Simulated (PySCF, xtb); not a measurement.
Si(Cl)(H)(SH)2 (ClH₃S₂Si), SMILES S[SiH](S)Cl.

GFN2-xTB (xtb 6.7.1) at its own geometry gives an orbital gap of 4.74 eV and a dipole moment of 0.68 D.

Geometry: PBE-D3(BJ)/def2-SVP. Other conformers were not sampled.

**Question.** What does PySCF with ωB97X/def2-TZVP give? (An estimate is asked for; the answer gives what the named calculation found.)

**Answer.** gap 11.70 eV (levels -10.14 and 1.56 eV), dipole 1.49 D.
